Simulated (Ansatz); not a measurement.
Ansatz (an electronic-structure program) input (RI-MP2/def2-TZVPPD):
A basis named .json is the Basis Set Exchange file of that set.

Ansatz 0.2 input:
```yaml
crystal:
  periodic: [false, false, false]
  atoms:
    - {symbol: Mo, position_ang: [0.39238693, 0.20750457, 0.10886257]}
    - {symbol: O, position_ang: [1.84295581, -0.39283238, -0.48371961]}
    - {symbol: Cl, position_ang: [-1.83669987, -0.32779605, -0.04132183]}
basis:
  gaussian:
    orbitals: def2-TZVPPD.json
    fitting: {mean_field: def2-universal-jkfit, correlation: def2-TZVPPD-RIFIT.json}
total_charge: 1
magnetization: {spin_polarized: true, initial_magnetization: 2}
correlation: {method: mp2, electrons: outside_noble_gas}
```

End of the output:

```
mean field evaluation 16: about -16373.3007 eV, gradient 3.0e0 eV
mean field evaluation 32: about -16338.9066 eV, gradient 1.0e2 eV
mean field evaluation 64: about -16370.6864 eV, gradient 7.7e0 eV
mean field evaluation 96: about -16371.9854 eV, gradient 3.8e-1 eV
mean field evaluation 128: about -16373.3281 eV, gradient 1.2e0 eV
mean field evaluation 160: about -16371.5019 eV, gradient 9.3e0 eV
mean field evaluation 192: about -16373.4531 eV, gradient 1.9e-1 eV
mean field evaluation 224: about -16371.9473 eV, gradient 7.1e0 eV
mean field evaluation 256: about -16370.0573 eV, gradient 2.9e0 eV
mean field evaluation 288: about -16373.3303 eV, gradient 6.4e-1 eV
mean field -16373.45482890 eV, -601.7133666358 hartree, gradient 1.8e-6 eV, S^2 2.598635; 21 other end points of the search recorded, 0 dependent functions left out
10 core orbitals not correlated
reference -16373.45482890 eV, -601.7133666358 hartree; 10, 8 occupied and 127, 129 virtual orbitals, 407 factors
second order -15.06503317 eV of doubles, -0.00000000 eV of singles
Total energy: -16388.51986207 eV, -602.2669963932 hartree
```

This state (charge 1, triplet) is run at the relaxed geometry of the species with charge 0 and multiplicity 4.

The determinant is spin-contaminated: <S^2> is 2.60 against 2.00 for a pure state.
